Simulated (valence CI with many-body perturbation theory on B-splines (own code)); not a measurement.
Pr XXXVIII: E2, M1 decay

Computed by configuration interaction combined with many-body perturbation theory (CI+MBPT): four valence electrons over a frozen Dirac-Fock core [Ar], a basis of 7 s, 7 p, 8 d, 6 f, 4 g, 1 h functions for each j, with the one-electron correlation potential Σ1 (screened to all orders), the two-electron term Σ2, the three-electron term Σ3, Breit, model QED; selected single and double excitations, second order for the rest, scaled by the run's own slope (own B-spline code, finite nucleus).

No measured spectrum was set against this ion. As an estimate, large intervals hold to a few tenths of a per cent, small ones and those within an open d or f shell to about a per cent. Only levels of the ground parity were solved; by the run's estimate the other parity begins above the list, which can be wrong where configurations are misplaced.

Lines 1 to 50 of 120 in falling wavelength, among levels below 1105200 cm⁻¹, chosen from the decays that carry over 1 % of a level's rate. Wavelengths and rates use the calculated energies. Electric multipoles are in the length gauge, E1 and E2 with the static RPA response of the core. S is in atomic units (e²a₀⁴ for E2 and M2, e²a₀⁶ for E3), for M1 in squared Bohr magnetons. Weak lines are less certain than strong ones. Lines between different terms over intervals too small for the method are left out, as are lines whose strength nearly cancels. The highest levels of a list are the least certain.

Levels are named by their leading jj configuration (3d3/2^4 stands for four electrons in 3d with j = 3/2), which in mixed levels can hold well under half, so a name can repeat and another be missing. Letters in brackets count levels of one name in rising energy.

```
λ vac (Å)                      Upper                      Lower  Type   A (s⁻¹)  S (a.u.)
    14720        (3d3/2^3 3d5/2) J=4        (3d3/2^3 3d5/2) J=2    E2  6.45e-08  3.59e-04
     5541      (3d3/2^2 3d5/2^2) J=6      (3d3/2^2 3d5/2^2) J=5    M1  5.04e+01  4.13e+00
     5125        (3d3/2^3 3d5/2) J=3        (3d3/2^3 3d5/2) J=4    M1  9.25e+01  3.23e+00
     3801        (3d3/2^3 3d5/2) J=3        (3d3/2^3 3d5/2) J=2    M1  4.10e+02  5.84e+00
     2622  (3d3/2^2 3d5/2^2) J=2 [b]      (3d3/2^2 3d5/2^2) J=1    M1  5.48e+02  1.83e+00
     2440      (3d3/2^2 3d5/2^2) J=5  (3d3/2^2 3d5/2^2) J=4 [a]    M1  6.76e+02  4.00e+00
     2202  (3d3/2^2 3d5/2^2) J=4 [b]      (3d3/2^2 3d5/2^2) J=5    M1  2.39e+02  8.52e-01
     1469        (3d3/2^3 3d5/2) J=2        (3d3/2^3 3d5/2) J=1    M1  9.11e+03  5.35e+00
     1415  (3d3/2^2 3d5/2^2) J=4 [b]  (3d3/2^2 3d5/2^2) J=3 [a]    M1  3.18e+03  3.01e+00
     1374      (3d3/2^2 3d5/2^2) J=1  (3d3/2^2 3d5/2^2) J=0 [a]    M1  5.56e+03  1.60e+00
     1301  (3d3/2^2 3d5/2^2) J=3 [b]  (3d3/2^2 3d5/2^2) J=3 [a]    M1  8.67e+02  4.96e-01
     1231    (3d3/2 3d5/2^3) J=4 [a]  (3d3/2^2 3d5/2^2) J=3 [b]    M1  1.68e+03  1.04e+00
     1158  (3d3/2^2 3d5/2^2) J=4 [b]  (3d3/2^2 3d5/2^2) J=4 [a]    M1  6.40e+02  3.31e-01
     1142  (3d3/2^2 3d5/2^2) J=2 [b]  (3d3/2^2 3d5/2^2) J=2 [a]    M1  4.22e+03  1.16e+00
     1106  (3d3/2^2 3d5/2^2) J=2 [d]  (3d3/2^2 3d5/2^2) J=2 [c]    M1  3.46e+03  8.67e-01
     1082    (3d3/2 3d5/2^3) J=3 [c]    (3d3/2 3d5/2^3) J=2 [a]    M1  7.01e+03  2.31e+00
     1080  (3d3/2^2 3d5/2^2) J=3 [b]  (3d3/2^2 3d5/2^2) J=4 [a]    M1  9.20e+02  3.01e-01
     1050    (3d3/2 3d5/2^3) J=3 [b]    (3d3/2 3d5/2^3) J=3 [a]    M1  4.18e+03  1.25e+00
    870.5    (3d3/2 3d5/2^3) J=1 [b]        (3d3/2 3d5/2^3) J=0    M1  6.69e+03  4.91e-01
    824.8    (3d3/2 3d5/2^3) J=2 [b]    (3d3/2 3d5/2^3) J=2 [a]    M1  1.14e+04  1.19e+00
    824.1  (3d3/2^2 3d5/2^2) J=4 [a]        (3d3/2^3 3d5/2) J=3    M1  1.11e+04  2.07e+00
    770.5    (3d3/2 3d5/2^3) J=3 [a]  (3d3/2^2 3d5/2^2) J=4 [b]    M1  8.77e+03  1.04e+00
    752.7    (3d3/2 3d5/2^3) J=4 [a]      (3d3/2^2 3d5/2^2) J=5    M1  6.52e+03  9.27e-01
    729.7    (3d3/2 3d5/2^3) J=2 [a]  (3d3/2^2 3d5/2^2) J=2 [c]    M1  1.92e+04  1.38e+00
    729.5  (3d3/2^2 3d5/2^2) J=3 [a]        (3d3/2^3 3d5/2) J=3    M1  5.59e+04  5.63e+00
    719.4    (3d3/2 3d5/2^3) J=3 [c]  (3d3/2^2 3d5/2^2) J=2 [d]    M1  2.78e+03  2.68e-01
    709.9  (3d3/2^2 3d5/2^2) J=4 [a]        (3d3/2^3 3d5/2) J=4    M1  7.82e+04  9.34e+00
    697.7    (3d3/2 3d5/2^3) J=1 [b]  (3d3/2^2 3d5/2^2) J=2 [d]    M1  4.33e+04  1.63e+00
    696.5        (3d3/2^3 3d5/2) J=1              (3d3/2^4) J=0    M1  8.41e+04  3.16e+00
    683.3    (3d3/2 3d5/2^3) J=3 [b]  (3d3/2^2 3d5/2^2) J=2 [c]    M1  3.06e+03  2.53e-01
    661.5    (3d3/2 3d5/2^3) J=1 [a]  (3d3/2^2 3d5/2^2) J=2 [b]    M1  1.87e+04  6.02e-01
    656.2    (3d3/2 3d5/2^3) J=1 [b]    (3d3/2 3d5/2^3) J=1 [a]    M1  6.50e+03  2.04e-01
    651.8  (3d3/2^2 3d5/2^2) J=0 [b]    (3d3/2 3d5/2^3) J=1 [a]    M1  1.53e+04  1.57e-01
    643.6  (3d3/2^2 3d5/2^2) J=2 [a]        (3d3/2^3 3d5/2) J=2    M1  4.00e+04  1.98e+00
    635.5  (3d3/2^2 3d5/2^2) J=2 [c]  (3d3/2^2 3d5/2^2) J=2 [a]    M1  1.04e+04  4.94e-01
    632.5    (3d3/2 3d5/2^3) J=4 [a]  (3d3/2^2 3d5/2^2) J=3 [a]    M1  1.16e+04  9.82e-01
    627.7        (3d3/2 3d5/2^3) J=5  (3d3/2^2 3d5/2^2) J=4 [b]    M1  4.62e+04  4.65e+00
    624.1  (3d3/2^2 3d5/2^2) J=2 [d]  (3d3/2^2 3d5/2^2) J=2 [b]    M1  1.08e+04  4.87e-01
    620.2    (3d3/2 3d5/2^3) J=3 [c]  (3d3/2^2 3d5/2^2) J=4 [c]    M1  2.94e+04  1.82e+00
    613.7  (3d3/2^2 3d5/2^2) J=2 [d]  (3d3/2^2 3d5/2^2) J=3 [b]    M1  7.63e+03  3.27e-01
    612.1  (3d3/2^2 3d5/2^2) J=3 [a]        (3d3/2^3 3d5/2) J=2    M1  4.42e+04  2.63e+00
    595.7    (3d3/2 3d5/2^3) J=2 [b]  (3d3/2^2 3d5/2^2) J=2 [d]    M1  4.60e+03  1.80e-01
    575.3    (3d3/2 3d5/2^3) J=4 [a]  (3d3/2^2 3d5/2^2) J=4 [a]    M1  9.56e+04  6.07e+00
    565.2    (3d3/2 3d5/2^3) J=2 [b]    (3d3/2 3d5/2^3) J=1 [a]    M1  1.38e+04  4.62e-01
    549.9      (3d3/2^2 3d5/2^2) J=5        (3d3/2^3 3d5/2) J=4    M1  5.08e+04  3.45e+00
    535.7        (3d3/2 3d5/2^3) J=5      (3d3/2^2 3d5/2^2) J=6    M1  2.90e+04  1.82e+00
    533.5    (3d3/2 3d5/2^3) J=4 [b]    (3d3/2 3d5/2^3) J=3 [a]    M1  5.92e+03  3.00e-01
    528.2    (3d3/2 3d5/2^3) J=1 [a]      (3d3/2^2 3d5/2^2) J=1    M1  7.13e+04  1.17e+00
    520.0  (3d3/2^2 3d5/2^2) J=4 [c]      (3d3/2^2 3d5/2^2) J=5    M1  7.81e+03  3.67e-01
    513.7        (3d3/2 3d5/2^3) J=6      (3d3/2^2 3d5/2^2) J=6    M1  5.74e+04  3.75e+00
```
